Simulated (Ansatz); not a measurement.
Total energies of B₄As₅H₁₆⁺, a cluster cut from zinc blende BAs (hydrogen-capped) from Ansatz at PBE0-D4/def2-SVP, gas phase (1 Eh = 27.2114 eV = 2625.5 kJ/mol). The reference geometry is relaxed at PBE-D4/def2-SVP.

Cartesian coordinates in Å:
```
As -0.800 -0.594 -2.175
As -1.530 1.837 0.085
As -1.215 -1.321 1.029
As 1.803 -1.540 -0.317
As 1.074 0.890 1.943
B -1.910 -0.113 -0.495
B 1.252 -0.598 -2.060
B 0.364 2.358 0.691
B 0.798 -1.098 1.437
H -1.251 0.327 -3.294
H -1.365 -1.916 -2.670
H -1.974 2.742 -1.049
H -2.591 2.165 1.124
H -1.534 -2.777 0.733
H -2.035 -1.104 2.289
H 1.771 -3.056 -0.432
H 3.282 -1.321 -0.059
H 0.548 1.023 3.364
H 2.558 1.093 2.186
H -3.097 -0.288 -0.690
H 1.721 -1.185 -3.016
H 1.584 0.569 -1.931
H 0.335 3.424 1.276
H 1.062 2.313 -0.309
H 1.149 -1.832 2.340
```

```
           state   geometry   energy (Eh)
charge 1 singlet  reference  -11285.30729
charge 2 doublet  reference  -11284.82080
charge 0 doublet  reference  -11285.42693
```

Task: Work out the vertical ionisation energy to the doublet.

Result: E(charge 2 doublet) − E(charge 1 singlet) = -11284.82080 − (-11285.30729) = 0.48649 Eh = 13.24 eV. For comparison, −ε of the highest occupied level is 11.68 eV at this level, 1.56 eV less.

Task: Work out the vertical electron affinity, to the doublet.

Result: E(charge 1 singlet) − E(charge 0 doublet) = -11285.30729 − (-11285.42693) = 0.11964 Eh = 3.26 eV.

Task: Give the fundamental gap IE − EA, the Mulliken electronegativity (IE + EA)/2 and the hardness (IE − EA)/2.

Result: From the values in Eh: IE − EA = 0.48649 − 0.11964 = 0.36685 Eh = 9.98 eV; (IE + EA)/2 = 8.25 eV; (IE − EA)/2 = 4.99 eV. The HOMO–LUMO gap of the same run is 7.15 eV, 2.83 eV smaller than the fundamental gap.
